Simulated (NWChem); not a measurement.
System: TiH₂O₂F₂; SMILES [OH][Ti]([OH])([F])[F]

Output (shortened):

```
             Northwest Computational Chemistry Package (NWChem) 7.3.0
             --------------------------------------------------------

 C1  symmetry detected

                             Geometry "geometry" -> ""
                             -------------------------

 Output coordinates in angstroms (scale by  1.889725989 to convert to a.u.)

  No.       Tag          Charge          X              Y              Z
 ---- ---------------- ---------- -------------- -------------- --------------
    1 Ti                  22.0000     0.01937938     0.00996747     0.01031086
    2 F                    9.0000     1.11647178    -1.23639402     0.59415308
    3 F                    9.0000     0.90048846     1.52369555    -0.19637336
    4 O                    8.0000    -1.28648401     0.24788643     1.20975867
    5 H                    1.0000    -2.25178931     0.28022374     1.09235343
    6 O                    8.0000    -0.67676245    -0.47563489    -1.55664315
    7 H                    1.0000    -0.62122743    -1.26323416    -2.12413390

 Effective nuclear repulsion energy (a.u.)     328.1934815089

                                 NWChem DFT Module
                                 -----------------

 Summary of "ao basis" -> "ao basis" (spherical)
 ------------------------------------------------------------------------------
       Tag                 Description            Shells   Functions and Types
 ---------------- ------------------------------  ------  ---------------------
 Ti                         def2-svp                11       31   5s3p2d1f
 F                          def2-svp                 6       14   3s2p1d
 O                          def2-svp                 6       14   3s2p1d
 H                          def2-svp                 3        5   2s1p

            General Information
            -------------------
          SCF calculation type: DFT
          Wavefunction type:  closed shell.
          No. of atoms     :     7
          No. of electrons :    58
           Alpha electrons :    29
            Beta electrons :    29
          Charge           :     0
          Spin multiplicity:     1
          Use of symmetry is: off; symmetry adaption is: off
          Maximum number of iterations: 150
          AO basis - number of functions:    97
                     number of shells:    41
          Convergence on energy requested:  1.00D-06
          Convergence on density requested:  1.00D-05
          Convergence on gradient requested:  5.00D-04

              XC Information
              --------------
                        Slater Exchange Functional  1.000 local
                      VWN V Correlation Functional  1.000 local

             Grid Information
             ----------------
          Grid used for XC integration:  medium
          Radial quadrature: Mura-Knowles
          Angular quadrature: Lebedev.
          Tag              B.-S. Rad. Rad. Pts. Rad. Cut. Ang. Pts.
          ---              ---------- --------- --------- ---------
          Ti                  1.40      112          10.0       590
          F                   0.50       49          10.0       434
          O                   0.60       49          10.0       434
          H                   0.35       45          11.0       434
          Grid pruning is: on
          Number of quadrature shells:   398
          Spatial weights used:  Erf1

      Superposition of Atomic Density Guess
      -------------------------------------

 Sum of atomic energies:       -1197.22443508

      Non-variational initial energy
      ------------------------------

 Total energy =   -1197.202920
 1-e energy   =   -2300.539385
 2-e energy   =     775.142984
 HOMO         =      -0.518191
 LUMO         =      -0.042669

     ---------------------------------------------
      Total Density - Mulliken Population Analysis
     ---------------------------------------------

    Atom       Charge   Shell Charges
 -----------   ------   -------------------------------------------------------
    1 Ti  22    19.18   2.00  2.00  2.00  0.17  0.01  6.00  6.01  0.20  0.35  0.39  0.06
    2 F    9     9.76   1.99  1.16  0.80  3.61  2.18  0.00
    3 F    9     9.76   1.99  1.16  0.80  3.61  2.19  0.00
    4 O    8     9.01   1.99  1.12  0.67  3.21  2.02  0.00
    5 H    1     0.64   0.51  0.07  0.06
    6 O    8     9.01   1.99  1.11  0.67  3.21  2.02  0.00
    7 H    1     0.64   0.51  0.07  0.06

   convergence    iter        energy       DeltaE   RMS-Dens  Diis-err
 ---------------- ----- ----------------- --------- --------- ---------
 d= 0,ls=0.0,diis     1  -1195.7311268146 -1.52D+03  5.67D-02  4.32D+00
 d= 0,ls=0.0,diis     2  -1175.4259267848  2.03D+01  4.79D-02  1.38D+02
 d= 0,ls=0.0,diis     3  -1195.7345972072 -2.03D+01  1.48D-02  7.43D+00
 d= 0,ls=0.0,diis     4  -1195.5433414005  1.91D-01  8.07D-03  8.75D+00
 d= 0,ls=0.0,diis     5  -1196.1677651241 -6.24D-01  5.48D-03  1.83D+00
 d= 0,ls=0.0,diis     6  -1196.3047642482 -1.37D-01  3.94D-03  4.01D-01
  Resetting Diis
 d= 0,ls=0.0,diis     7  -1196.3391697370 -3.44D-02  1.50D-03  6.07D-02
 d= 0,ls=0.0,diis     8  -1196.3437371257 -4.57D-03  2.22D-03  1.25D-02
 d= 0,ls=0.0,diis     9  -1196.3296626457  1.41D-02  1.73D-03  1.40D-01
 d= 0,ls=0.0,diis    10  -1196.3447979001 -1.51D-02  3.52D-04  4.07D-03
 d= 0,ls=0.0,diis    11  -1196.3451057660 -3.08D-04  1.36D-04  5.52D-04
 d= 0,ls=0.0,diis    12  -1196.3451668141 -6.10D-05  1.81D-05  1.37D-05
 d= 0,ls=0.0,diis    13  -1196.3451683875 -1.57D-06  4.89D-06  1.01D-06
 d= 0,ls=0.0,diis    14  -1196.3451684722 -8.47D-08  1.78D-06  1.49D-07

         Total DFT energy =    -1196.345168472234
      One electron energy =    -2305.621619529427
           Coulomb energy =      857.609456123844
    Exchange-Corr. energy =      -76.526486575521
 Nuclear repulsion energy =      328.193481508869

 Numeric. integr. density =       57.999996299293

[...]
```

Level: LDA (Slater exchange, VWN5)/def2-SVP. All runs use the structure optimised with PBE-D3(BJ)/def2-SVP.

Write an input that gives this output.

One answer among several that fit: the input that was run:
```
start job
memory heap 200 mb stack 900 mb global 1100 mb
geometry units angstroms noautoz
  Ti     0.001886     0.014880    -0.011612
  F      0.960474    -0.068041     1.462204
  F      1.072556     0.035595    -1.412926
  O     -0.971531     1.515760     0.007836
  H     -1.919874     1.654052    -0.159988
  O     -1.071505    -1.403399    -0.121541
  H     -1.270330    -2.166409     0.447429
end
basis spherical
  * library def2-svp
end
dft
  xc slater vwn_5
  iterations 150
  mulliken
end
task dft energy
```
